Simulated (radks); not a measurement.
Trend from La to Lu: ionisation energy by Delta-SCF between NIST ground configurations, and size. All-electron calculation, scalar-relativistic Kohn-Sham, PBE, spin-unpolarised, spherical densities, finite nucleus; Fermi nuclear charge, rms radius of each element as measured or else 0.836 A^(1/3) + 0.57 fm. Program: a radial shooting solver on a logarithmic mesh with Libxc functionals.

| species | configuration | configuration of the ion | IE (eV) | NIST (eV) | kind | -e(HOMO) (eV) | outermost | <r> outermost (bohr) |
|---|---|---|---|---|---|---|---|---|
| La | [Xe] 5d1 6s2 | [Xe] 5d2 | 6.033 | 5.577 | exp. | 3.091 (5d) | 6s | 4.42 |
| Ce | [Xe] 4f1 5d1 6s2 | [Xe] 4f1 5d2 | 6.237 | 5.539 | exp. | 3.060 (5d) | 6s | 4.35 |
| Pr | [Xe] 4f3 6s2 | [Xe] 4f3 6s1 | 5.721 | 5.470 | semi-emp. | 1.253 (4f) | 6s | 4.50 |
| Nd | [Xe] 4f4 6s2 | [Xe] 4f4 6s1 | 5.798 | 5.525 | exp. | 1.754 (4f) | 6s | 4.44 |
| Pm | [Xe] 4f5 6s2 | [Xe] 4f5 6s1 | 5.873 | 5.582 | exp. | 2.155 (4f) | 6s | 4.38 |
| Sm | [Xe] 4f6 6s2 | [Xe] 4f6 6s1 | 5.946 | 5.644 | exp. | 2.473 (4f) | 6s | 4.32 |
| Eu | [Xe] 4f7 6s2 | [Xe] 4f7 6s1 | 6.019 | 5.670 | exp. | 2.720 (4f) | 6s | 4.27 |
| Gd | [Xe] 4f7 5d1 6s2 | [Xe] 4f7 5d1 6s1 | 6.645 | 6.150 | exp. | 2.534 (5d) | 6s | 3.99 |
| Tb | [Xe] 4f9 6s2 | [Xe] 4f9 6s1 | 6.163 | 5.864 | exp. | 3.033 (4f) | 6s | 4.16 |
| Dy | [Xe] 4f10 6s2 | [Xe] 4f10 6s1 | 6.235 | 5.939 | exp. | 3.113 (4f) | 6s | 4.11 |
| Ho | [Xe] 4f11 6s2 | [Xe] 4f11 6s1 | 6.308 | 6.022 | exp. | 3.148 (4f) | 6s | 4.07 |
| Er | [Xe] 4f12 6s2 | [Xe] 4f12 6s1 | 6.382 | 6.108 | exp. | 3.142 (4f) | 6s | 4.02 |
| Tm | [Xe] 4f13 6s2 | [Xe] 4f13 6s1 | 6.456 | 6.184 | exp. | 3.098 (4f) | 6s | 3.97 |
| Yb | [Xe] 4f14 6s2 | [Xe] 4f14 6s1 | 6.531 | 6.254 | exp. | 3.021 (4f) | 6s | 3.93 |
| Lu | [Xe] 4f14 5d1 6s2 | [Xe] 4f14 6s2 | 5.257 | 5.426 | exp. | 1.751 (5d) | 6s | 3.64 |

Reference values: NIST Atomic Spectra Database (exp. = measured, semi-emp. = semi-empirical, theory = theoretical value adopted there). Spin polarisation and multiplet splitting are left out, so open shells lie too high by an amount that depends on their filling. Spin-orbit splitting is averaged out at the scalar-relativistic level.

Beside tabulated values, note that spin-unpolarised runs miss the spin-polarisation part of the exchange energy of open shells.
